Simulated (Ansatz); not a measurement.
Ansatz (an electronic-structure program) input (PBE/3-21G): The .json file is the Basis Set Exchange's 3-21G.

Ansatz 0.2 input:
```yaml
crystal:
  periodic: [false, false, false]
  atoms:
    - {symbol: C, position_ang: [-2.34559600, -0.27619437, -0.02285850]}
    - {symbol: C, position_ang: [-0.94999647, 0.32309270, -0.17299508]}
    - {symbol: C, position_ang: [0.12663797, -0.66730131, 0.25805052]}
    - {symbol: C, position_ang: [1.50817520, -0.25697978, 0.17828890]}
    - {symbol: O, position_ang: [1.81810163, 0.89801147, -0.23974472]}
    - {symbol: H, position_ang: [-2.46419187, -1.16917570, -0.63902647]}
    - {symbol: H, position_ang: [-3.09880755, 0.44516298, -0.33513822]}
    - {symbol: H, position_ang: [-2.55356073, -0.54699360, 1.01375235]}
    - {symbol: H, position_ang: [-0.86094784, 1.23081908, 0.42746847]}
    - {symbol: H, position_ang: [-0.77238734, 0.61426477, -1.21036056]}
    - {symbol: H, position_ang: [-0.00277790, -1.02442117, 1.29764418]}
    - {symbol: H, position_ang: [0.08340140, -1.62439770, -0.29614724]}
    - {symbol: H, position_ang: [2.31226200, -0.93333304, 0.47637792]}
    - {symbol: H, position_ang: [2.77687254, 1.08827918, -0.25952771]}
basis:
  gaussian:
    orbitals: 3-21G.json
hamiltonian:
  xc: {name: PBE}
total_charge: 1
output: {forces: true}
```

Output:

```
Functional definition: PBE
integrals: 0.02 GiB planned
778 factors; integrals over basis functions are off by at most 8.7e-4 eV
mean field: 0.12 GiB planned
mean field evaluation 1: about -6276.6547 eV, gradient 8.1e1 eV
mean field evaluation 2: about -6213.3376 eV, gradient 1.4e2 eV
mean field evaluation 4: about -6290.5362 eV, gradient 1.4e1 eV
mean field evaluation 8: about -6291.0977 eV, gradient 1.5e-1 eV
mean field evaluation 16: about -6291.0220 eV, gradient 1.2e-4 eV
mean field -6291.02196236 eV, -231.1907929089 hartree, gradient 1.5e-5 eV, S^2 0.000000; 0 other end points of the search recorded, 0 dependent functions left out
the calculation of the forces begins
reference -6291.02198888 eV, -231.1907938834 hartree; 20, 20 occupied and 43, 43 virtual orbitals, 778 factors
Total energy: -6291.02198888 eV, -231.1907938834 hartree
Atom 0 at    -2.345596    -0.276194    -0.022859 Å, force    -0.040116    -0.108364     0.038624 eV/Å
Atom 1 at    -0.949996     0.323093    -0.172995 Å, force     0.174934     0.069561    -0.016727 eV/Å
Atom 2 at     0.126638    -0.667301     0.258051 Å, force     0.240928    -0.047019     0.030728 eV/Å
Atom 3 at     1.508175    -0.256980     0.178289 Å, force    -0.512011    -1.653193     0.594653 eV/Å
Atom 4 at     1.818102     0.898011    -0.239745 Å, force    -0.899578     1.718062    -0.695400 eV/Å
Atom 5 at    -2.464192    -1.169176    -0.639026 Å, force    -0.037946    -0.353755    -0.269096 eV/Å
Atom 6 at    -3.098808     0.445163    -0.335138 Å, force    -0.295451     0.319366    -0.136200 eV/Å
Atom 7 at    -2.553561    -0.546994     1.013752 Å, force    -0.075758    -0.090511     0.430190 eV/Å
Atom 8 at    -0.860948     1.230819     0.427468 Å, force     0.023173     0.366164     0.282251 eV/Å
Atom 9 at    -0.772387     0.614265    -1.210361 Å, force     0.062745     0.090670    -0.449578 eV/Å
Atom 10 at    -0.002778    -1.024421     1.297644 Å, force    -0.208999    -0.134302     0.468297 eV/Å
Atom 11 at     0.083401    -1.624398    -0.296147 Å, force    -0.168464    -0.416506    -0.281357 eV/Å
Atom 12 at     2.312262    -0.933333     0.476378 Å, force     0.137489    -0.386573     0.152958 eV/Å
Atom 13 at     2.776873     1.088279    -0.259528 Å, force     1.599056     0.626401    -0.149342 eV/Å
Dipole moment:     1.341941    -0.178884     0.139901 e Å
```

The dipole moment of an ion depends on the origin.

The geometry given is a B3LYP-D3(BJ)/def2-TZVP minimum.
